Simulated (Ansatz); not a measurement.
`C[O][Ga]([OH])[F]` + HCl → `[OH][Ga]([F])[Cl]` + CH₃OH  (ligand exchange at a Ga–O bond)

Program: Ansatz. Geometries: PBE0-D4/def2-TZVP. ΔE: electronic, gas phase. CCSD(T)/CBS adds triple-zeta CCSD(T) − MP2 to the extrapolated MP2 energy (def2 sets, frozen cores). This one scheme is used for every species. Functionals use def2-TZVPP. For Ga outer-core shells are correlated without core-valence functions, which leaves a few kJ/mol of doubt a bond. Scalar relativity is left out up to krypton. One conformer a species, not always the lowest.

`C[O][Ga]([OH])[F]`:

```xyz
9

C    -0.907   -0.939    0.924
O     0.288   -0.247    0.621
Ga    0.494    0.715   -0.841
O     1.978    1.578   -1.237
F    -0.839    0.823   -1.960
H    -1.690   -0.795    0.173
H    -1.289   -0.594    1.890
H    -0.697   -2.010    1.001
H     2.662    1.469   -0.571
```

HCl:

```xyz
2

Cl   -0.495   -0.281    0.291
H     0.495    0.281   -0.291
```

`[OH][Ga]([F])[Cl]`:

```xyz
5

O    -0.453   -1.053    0.794
Ga    0.315    0.309   -0.015
F     1.703    1.010    0.750
Cl   -0.350    1.130   -1.847
H    -1.215   -1.395    0.318
```

CH₃OH:

Z-matrix (Å, degrees):
```
C
O 1 1.409
H 1 1.097 2 112.4
H 1 1.090 2 107.0 3 -118.5
H 1 1.097 2 112.4 3 123.0
H 2 0.959 1 108.5 3 -61.6
```

```
       level  ΔE (eV)
 LDA (SPW92)    -0.60
      PBE-D4    -0.64
      revPBE    -0.68
HF/CBS(def2)    -0.74
```

Q: What does CCSD(T)/CBS give? (Estimate.)

A: Ansatz gave: -0.61 eV. The listed levels differ from it by 0.01, -0.03, -0.07, -0.13 eV.

Largest T1 diagnostic among the species: 0.014.

In def2-TZVPP, CCSD(T) changes the Hartree–Fock value by +0.18 eV (the triples alone add +0.02 eV) and MP2 by +0.17 eV. From BLYP to BHLYP (50 % exact exchange), in def2-TZVPP and without D4, ΔE moves by −0.08 eV. Leaving LDA and LC-ωPBE aside and taking each functional with its dispersion term where it has one, the values, not all of them listed here, spread over 0.12 eV, from HSE06-D4 to BLYP-D4. LDA lies +0.07 eV from PBE without D4.

CCSD(T)/CBS has its own doubt, a few kJ/mol and more with outer-core shells, so smaller differences from it don't rank the levels.
